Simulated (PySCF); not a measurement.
**Working out the excitation energy of O⁺**

O⁺ [He] 2s2 2p3 (4S) → O⁺ [He] 2s1 2p4 (4P). Calculation: PySCF 2.14, in x2c-QZVPPall (7s4p3d2f1g, 57 functions); scalar relativity by spin-free X2C-1e. Frozen: nothing. Energies in hartree (1 hartree = 27.21139 eV):

| part | O⁺ (lower) | O⁺ (upper) |
| --- | --- | --- |
| UHF | -74.429541 | -73.880091 |
| CCSD correlation | -0.143723 | -0.145791 |
| (T) | -0.002049 | -0.002508 |

Task: What does Hartree-Fock give?

Result: (-73.880091) − (-74.429541) = 0.549450 hartree = 14.951 eV.

Task: What do CCSD and CCSD(T) give?

Result: The CCSD correlation energies differ by -0.002068 hartree = -0.056 eV and the triples by -0.000459 hartree = -0.012 eV, so CCSD gives 14.895 eV and CCSD(T) 14.883 eV.

Measured between the centres of the two terms (NIST): 14.870 eV, so CCSD(T) (valence and next inner shell) is off by 0.013 eV.

What remains against the reference includes basis incompleteness and higher excitations.
